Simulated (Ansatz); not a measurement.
Calculated with Ansatz (gas phase, PBE0-D4/def2-TZVP geometries, no zero-point term in ΔE). CCSD(T)/CBS is the MP2 limit (def2-TZVPP, def2-QZVPP) plus CCSD(T) − MP2 in def2-TZVPP, frozen cores. Functionals use def2-TZVPP. For As, Ga outer-core shells are correlated without core-valence functions, which leaves a few kJ/mol of doubt a bond. Scalar relativity is left out up to krypton. Each species was taken in one conformer, which may not be the lowest.

`[GaH2][AsH2]` + `NB1C[SiH2]1` → `NB1[SiH2]C1[AsH2]` + `[GaH3]`  (formal exchange of groups at the As–Ga bond)

```
             level  ΔE (kcal/mol)
           ωB97M-V           18.0
     HF/def2-TZVPP           20.5
     HF/def2-QZVPP           20.2
    MP2/def2-QZVPP           16.5
SCS-MP2/def2-QZVPP           16.5
      HF/CBS(def2)           20.1
     MP2/CBS(def2)           17.0
    CCSD/CBS(def2)           18.9
```

Task: What does CCSD(T)/CBS give? (Estimate.)

Result: The calculation gave: +18.1 kcal/mol. The listed levels differ from it by -0.1, 2.4, 2.1, -1.6, -1.6, 2.0, -1.1, 0.8 kcal/mol.

Largest T1 diagnostic among the species: 0.013.

In def2-TZVPP, CCSD(T) changes the Hartree–Fock value by −3.2 kcal/mol (the triples alone add −0.8 kcal/mol) and MP2 by −4.4 kcal/mol. The D4 term adds −2.5 kcal/mol with B3LYP and −1.4 kcal/mol with PBE0; it sums over pairs of atoms, weighted by their polarisabilities, and B3LYP, whose exchange is more repulsive, gets the larger term.

B3LYP here is the variant with VWN-RPA as its local correlation; programs differ in this.
